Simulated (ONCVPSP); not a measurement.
## What one change does to a pseudopotential (lanthanum (La), ONCV)

```
Element                 : lanthanum
Generator               : ONCVPSP 4.0.1
Type                    : optimised norm-conserving Vanderbilt (ONCV)
Functional              : PBE
Relativity              : scalar-relativistic
Frozen core             : [Kr] 4d10
Valence charge          : 11
Reference configuration : 5s2 5p6 5d1 6s2
Partial waves           : 5s+6s: rc 2.50 bohr, ncon 3, nbas 7, qcut 6.3 1/bohr, 2 projectors; 5p: rc 2.45 bohr, ncon 3, nbas 6, qcut 6.2 1/bohr, 2 projectors, debl 1.2 Ha; 5d: rc 3.85 bohr, ncon 4, nbas 9, qcut 4 1/bohr, 2 projectors, debl 3.8 Ha; f scattering state at 0.07 Ha: rc 3.00 bohr, ncon 4, nbas 8, qcut 4.1 1/bohr, 1 projector
Local potential         : polynomial inside 1.55 bohr (lpopt 5, dvloc0 6 Ha)
Core correction         : polynomial model core, fcfact 0.6
```

In the f channel the program set the typed energies aside and used -0.160 Ha.

Change: p: qcut 9.4.

Cutoffs: the cutoffs (Ha) at which the residual kinetic energy of the hardest occupied pseudo-wave falls to 1 and 0.1 mHa per electron; they do not see the model core or the augmentation charge, which bear on the density cutoff. Errors are all-electron minus pseudo energies relative to the spin-unpolarised reference configuration.

Problem. What does the change do?

Solution. The potential gets harder (12 Ha and 14 Ha → 13 Ha and 15 Ha); the errors of the 4 common tests hardly move; neither file shows a bound ghost. The waves are optimised to have the least kinetic energy above qcut, so the cutoff follows it (qcut²/2 in Ha).

| quantity | base | changed |
| --- | --- | --- |
| cutoff, loose | 12 Ha | 13 Ha |
| cutoff, tight | 14 Ha | 15 Ha |
| loose cutoff by channel | s 12 Ha, p 11 Ha, d 5.0 Ha | s 12 Ha, p 13 Ha, d 5.0 Ha |
| bound ghosts | none | none |
| GHOST(+) flags under 300 eV | none | none |
| error for 5s2 5p6 5d1 6s1, meV [ΔE 5.97 eV] | -6.7 | -6.7 |
| error for 5s2 5p6 5d1 6s0, meV [ΔE 16.85 eV] | -36 | -37 |
| error for 5s2 5p6 5d0 6s0, meV [ΔE 35.80 eV] | +23 | +22 |
| error for 5s2 5p5 5d1 6s2, meV [ΔE 26.97 eV] | -88 | -82 |
| s: phases at 2.54 bohr within 0.05 rad from the reference energy up to (Ha; the scan ends near 5) | 4.0 | 4.0 |
| p: phases at 2.49 bohr within 0.05 rad from the reference energy up to (Ha; the scan ends near 5) | 5.0 | to the end of the scan |
| d: phases at 3.90 bohr within 0.05 rad from the reference energy up to (Ha; the scan ends near 5) | 0.1 | 0.1 |
| f: phases at 3.05 bohr within 0.05 rad from the reference energy up to (Ha; the scan ends near 5) | -0.0 | -0.0 |
| rms error of d²Exc/dni dnj with the model core, mHa | 0.39 | 0.40 |
